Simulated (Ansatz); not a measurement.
Harmonic frequencies (cm⁻¹) at PBE0-D4/def2-TZVP from Ansatz: 117, 176, 192, 211, 523, 540, 643, 643, 668, 870, 2044, 3881.

Each molecule was computed in one conformer, which needn't be the lowest.

Problem. Which molecule is it?
A. `[OH][SnH]([F])[F]`
B. `[F][Sn]([F])([F])[SeH]`
C. `[SH][SnH2][Cl]`
D. `[F][Sn]([F])([SH])[SH]`

Solution. A.
